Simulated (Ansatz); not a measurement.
Reaction (formal hydrolysis of a Ge–S bond): `[CH3][GeH]([NH2])[SH]` + H₂O → `[CH3][GeH]([NH2])[OH]` + H₂S

Computed with Ansatz on PBE0-D4/def2-TZVP structures; ΔE is electronic, products minus reactants. CCSD(T)/CBS adds triple-zeta CCSD(T) − MP2 to the extrapolated MP2 energy (def2 sets, frozen cores). This one scheme is used for every species. DFT in def2-TZVPP. B3LYP here is the variant with VWN-RPA as its local correlation; programs differ in this. For Ge outer-core shells are correlated without core-valence functions, which leaves a few kJ/mol of doubt a bond. Scalar relativity is left out up to krypton. Each species was taken in one conformer, which may not be the lowest.

```csv
level,ΔE (kJ/mol),difference from CCSD(T)/CBS
ωB97X-V,7.2,-6.1
ωB97M-V,9.7,-3.6
B2PLYP,6.6,-6.7
PBE,14.4,1.1
r2SCAN,10.6,-2.7
PBE0,15.5,2.2
B3LYP,5.8,-7.5
HF/def2-TZVPP,0.0,-13.3
MP2/def2-TZVPP,12.7,-0.6
CCSD/def2-TZVPP,6.9,-6.4
CCSD(T)/def2-TZVPP,8.5,-4.8
HF/def2-QZVPP,-0.6,-13.9
SCS-MP2/def2-QZVPP,9.4,-3.9
HF/CBS(def2),-0.6,-13.9
MP2/CBS(def2),17.5,4.2
CCSD/CBS(def2),11.7,-1.6
CCSD(T)/CBS,13.3,0
```

Largest T1 diagnostic among the species: 0.011.

In def2-TZVPP, CCSD(T) changes the Hartree–Fock value by +8.5 kJ/mol (the triples alone add +1.6 kJ/mol) and MP2 by +12.7 kJ/mol. The D4 term adds +5.5 kJ/mol with B3LYP and +3.1 kJ/mol with PBE0; it sums over pairs of atoms, weighted by their polarisabilities, and B3LYP, whose exchange is more repulsive, gets the larger term.
